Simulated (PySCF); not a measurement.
F2H5NOSi2, SMILES [SiH2](O[SiH](F)F)N.

The structure is a stationary point at r2SCAN-D4/def2-SVP. This is a generated structure with no PubChem entry under its InChIKey; it may be hypothetical. Other conformers were not sampled.

These are SMD-PBE0/6-31G* (PySCF) values and carry that method's errors.

Solvation free energies are E(SMD) − E(gas) at the gas-phase geometry, for 1 M in both phases. In vacuum the dipole moment is 2.34 D.

**Question.** Estimate the solvation free energies in water, chloroform, n-hexane. (An estimate is asked for; the answer gives what the named calculation found.)

**Answer.** 
```
solvent     ΔG(solv) (kcal/mol)  its non-electrostatic (CDS) part  dipole (D)
----------  -------------------  --------------------------------  ----------
water                      -1.4                               4.5        2.82
chloroform                 -3.4                               0.6        2.68
n-hexane                   -1.6                               0.4        2.51
```
